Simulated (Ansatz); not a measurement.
Two isomers of CH4F2GeO: A = `O[CH](F)[GeH2][F]`, B = `C[O][GeH]([F])[F]`.

Program: Ansatz. Geometries: PBE0-D4/def2-TZVP. ΔE: electronic, gas phase. CCSD(T)/CBS adds triple-zeta CCSD(T) − MP2 to the extrapolated MP2 energy (def2 sets, frozen cores). Functionals use def2-TZVPP. B3LYP here is the variant with VWN-RPA as its local correlation; programs differ in this. For Ge outer-core shells are correlated without core-valence functions, which leaves a few kJ/mol of doubt a bond. Scalar relativity is left out up to krypton. One conformer a species, not always the lowest.

**Question.** Which isomer does CCSD(T)/CBS put lower? Give the gap. (Estimate.)

**Answer.** The calculation gave: B, by 198.6 kJ/mol.

**Question.** Give E(B) − E(A) in kJ/mol with B2PLYP, r2SCAN-D4, CCSD(T)/def2-TZVPP, CCSD/def2-TZVPP, B3LYP, ωB97M-V, HF/def2-TZVPP. (Best estimate.)

**Answer.** The calculation gave: B2PLYP -200.8, r2SCAN-D4 -192.8, CCSD(T)/def2-TZVPP -200.9, CCSD/def2-TZVPP -202.0, B3LYP -190.0, ωB97M-V -189.9, HF/def2-TZVPP -213.6. None reverses the order clearly.

Largest T1 diagnostic: 0.012.

From PBE to PBE0 (25 % exact exchange), in def2-TZVPP and without D4, E(B) − E(A) moves by −7.1 kJ/mol.
